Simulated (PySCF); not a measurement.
## Bonding in `CC#C[Si@@](C)(C#N)C[SiH3]`

C6H11NSi2.
Atom-mapped SMILES: `[CH3:1][C:2]#[C:3][Si@@:4]([CH3:5])([C:6]#[N:7])[CH2:8][SiH3:9]` (hydrogens: H10, H11, H12 on C1; H13, H14, H15 on C5; H16, H17 on C8; H18, H19, H20 on Si9)

Cartesian coordinates in Å at the GFN2-xTB level; atoms count from 1:
```xyz
20
C6H11NSi2 angstrom
C     -4.0678    0.9885   -0.2963
C     -2.6896    0.5634   -0.3626
C     -1.5396    0.2050   -0.4179
Si     0.2322   -0.3186   -0.4723
C      0.4505   -2.0981    0.1512
C      0.6993   -0.2768   -2.2904
N      0.9858   -0.2372   -3.3989
C      1.3507    0.9306    0.4294
Si     3.1824    0.4363    0.5858
H     -4.2407    1.5479    0.6230
H     -4.3002    1.6264   -1.1487
H     -4.7267    0.1206   -0.3123
H     -0.2202   -2.7812   -0.3619
H      1.4672   -2.4482   -0.0048
H      0.2371   -2.1622    1.2144
H      1.2876    1.8869   -0.0913
H      0.9437    1.1041    1.4263
H      3.2925   -0.7111    1.4928
H      3.7097    0.0751   -0.7306
H      3.9408    1.5593    1.1429
```

Bond orders from the PBE0/pcSseg-1 density (PySCF). One conformer (not necessarily the lowest) at the GFN2-xTB geometry, without solvent, vibrations or thermal averaging.

Q: Where do the orders between heavy atoms depart from those drawn in the SMILES?

A: The largest departure is 0.443, at C2–C3 (drawn triple, 2.557). Drawn single, order above 1.12: C1–C2 (1.184). Drawn single, order below 0.88: Si4–C6 (0.779). Drawn double or triple, more than 0.30 short of the drawn order: C2–C3 (2.557).

Q: Give the Mayer order of every bond between heavy atoms, beside its length.

A: 
| bond | drawn as | length (Å) | Mayer order |
| --- | --- | --- | --- |
| C1–C2 | single | 1.444 | 1.184 |
| C2–C3 | triple | 1.206 | 2.557 |
| C3–Si4 | single | 1.848 | 0.974 |
| Si4–C5 | single | 1.898 | 0.994 |
| Si4–C6 | single | 1.878 | 0.779 |
| C6–N7 | triple | 1.146 | 2.928 |
| Si4–C8 | single | 1.904 | 0.932 |
| C8–Si9 | single | 1.904 | 0.903 |

By pair of heavy elements: C–C: lowest C1–C2 (1.184, 1.444 Å), highest C2–C3 (2.557, 1.206 Å). C–Si: lowest Si4–C6 (0.779, 1.878 Å), highest Si4–C5 (0.994, 1.898 Å); in 4 of the 10 pairs the longer bond (by over 0.003 Å) has the higher order (by 0.02 or more).

Q: And the bonds to hydrogen?

A: C–H: 0.92 to 0.95 (8 bonds); H–Si: 0.95 (3 bonds).

Q: Sum the orders of all bonds at each heavy atom with more than one neighbour and set the sums beside the valence in the SMILES.

A: C1 3.945 (drawn 4), C2 3.741 (drawn 4), C3 3.531 (drawn 4), Si4 3.679 (drawn 4), C5 3.832 (drawn 4), C6 3.707 (drawn 4), C8 3.694 (drawn 4), Si9 3.750 (drawn 4). Orders between atoms that aren't bonded are not in these sums.

Mayer orders depend on the basis set.

These values come from a run that also computed NMR shieldings. On one thread of an Arm Neoverse N1, no GPU (shared host), this took 83 s and 1.1 GiB of memory at its peak.
